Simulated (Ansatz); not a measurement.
Program: Ansatz 0.2.0.

A structure relaxed at PBE0-D4/def2-TZVP, charge 0, multiplicity 1:

Cartesian coordinates in Å:
```
O -1.4846 -1.8990 -0.1809
Si -1.0479 -0.3832 -0.5095
F -0.9121 -0.1566 -2.0680
F -2.1534 0.6424 -0.0353
O 0.3348 -0.0937 0.2207
Si 1.6087 0.8329 0.6784
H -2.2990 -2.2396 -0.5522
H 2.5489 -0.0291 1.4312
H 2.2760 1.3861 -0.5253
H 1.1287 1.9398 1.5409
```

Task: Give its formula and SMILES.

Result: F2H4O2Si2, `O[Si](F)(F)O[SiH3]`.

Task: Summarise the bond lengths by kind.

Result: 3 × O–Si 1.590 to 1.640 Å; 1 × H–O 0.958 Å; 2 × F–Si 1.581 Å; 3 × H–Si 1.481 to 1.483 Å.
